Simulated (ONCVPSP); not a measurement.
# cobalt (Co), ONCV: configuration errors across variants

Co (Z = 27), optimised norm-conserving Vanderbilt (ONCV), made with ONCVPSP 4.0.1 (LDA (Perdew-Zunger), scalar-relativistic). Core [Ar], reference 3d7.5 4s1.5. Waves: 4s: rc 1.95 bohr, ncon 4, nbas 7, qcut 3.3 1/bohr, 1 projector; p scattering state at 0.23 Ha: rc 1.70 bohr, ncon 5, nbas 9, qcut 3.9 1/bohr, 1 projector; 3d: rc 1.40 bohr, ncon 4, nbas 8, qcut 8.7 1/bohr, 1 projector; f scattering state at 0.38 Ha: rc 1.75 bohr, ncon 4, nbas 7, qcut 7 1/bohr, 3 projectors, debl 2.1 Ha. Local part: polynomial inside 0.90 bohr (lpopt 4, dvloc0 0 Ha). Core correction: Teter function, fcfact 2.75, rcfact 1.55.

All-electron excitation energies from the reference (eV): (1) 3d7 4s2 0.980; (2) 3d7 4s1 10.276; (3) 3d7 4s0 27.361; (4) 3d7 4s1.5 4.702.

1 further variants failed, have other tests or too few solved ones, and are left out.

A true bound ghost makes a file unfit for plane-wave use even where its test errors are small: the radial tests pick states by their node count and pass the ghost by.

Errors AE − PS in meV (a dash: test not solved or not reliable):

```csv
change,(1),(2),(3),(4),bound ghosts,GHOST(+) flags above zero
base,-29,-12,-1.0,-20,s,p
"local potential polynomial inside 1.05 bohr (lpopt 3, dvloc0 0 Ha)",-30,-13,-1.2,-22,s,"p, f"
s: qcut 2.4,-27,-12,-2.9,-20,s,p
```

(1) Give the same row for: core correction Teter function, fcfact 5.9, rcfact 1.55.

Results:

(1) -32, -17, -29, -23; bound ghosts: s; GHOST(+) flags above zero: p.
